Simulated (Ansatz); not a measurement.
Ansatz (a first-principles code) input (PBE/6-311+G**): The .json file is the Basis Set Exchange's 6-311+G**.

Ansatz 0.2 input:
```yaml
crystal:
  periodic: [false, false, false]
  atoms:
    - {symbol: Al, position_ang: [-0.00000000, -0.00000000, -0.53575000]}
    - {symbol: O, position_ang: [-0.00000000, -0.00000000, -2.24291900]}
    - {symbol: Cl, position_ang: [0.00000000, 0.00000000, 1.46518300]}
basis:
  gaussian:
    orbitals: 6-311+G__.json
hamiltonian:
  xc: {name: PBE}
total_charge: 1
magnetization: {spin_polarized: true, initial_magnetization: 1}
output: {forces: true}
```

Output:

```
Functional definition: PBE
integrals: 0.02 GiB planned
721 factors; their error is unknown
mean field: 0.22 GiB planned
mean field evaluation 1: about -21114.7906 eV, gradient 8.6e1 eV
mean field evaluation 2: about -20818.0366 eV, gradient 1.5e2 eV
mean field evaluation 4: about -21140.9614 eV, gradient 3.7e1 eV
mean field evaluation 8: about -21147.8984 eV, gradient 9.7e-1 eV
mean field evaluation 16: about -21147.8887 eV, gradient 1.6e-4 eV
mean field evaluation 32: about -21138.3456 eV, gradient 3.2e1 eV
mean field evaluation 64: about -21146.4491 eV, gradient 7.1e-2 eV
mean field -21147.88868986 eV, -777.1705747985 hartree, gradient 4.9e-5 eV, S^2 0.753305; 8 other end points of the search recorded, 0 dependent functions left out
the calculation of the forces begins
reference -21147.88877460 eV, -777.1705779129 hartree; 19, 18 occupied and 65, 66 virtual orbitals, 721 factors
Total energy: -21147.88877460 eV, -777.1705779129 hartree
Atom 0 at    -0.000000    -0.000000    -0.535750 Å, force    -0.000000     0.000000     0.438130 eV/Å
Atom 1 at    -0.000000    -0.000000    -2.242919 Å, force     0.000000    -0.000000    -0.735593 eV/Å
Atom 2 at     0.000000     0.000000     1.465183 Å, force     0.000000    -0.000000     0.297463 eV/Å
Dipole moment:     0.000000    -0.000000    -0.176934 e Å
```

The dipole moment of an ion depends on the origin.

The geometry given is a B3LYP-D3(BJ)/def2-TZVP minimum.
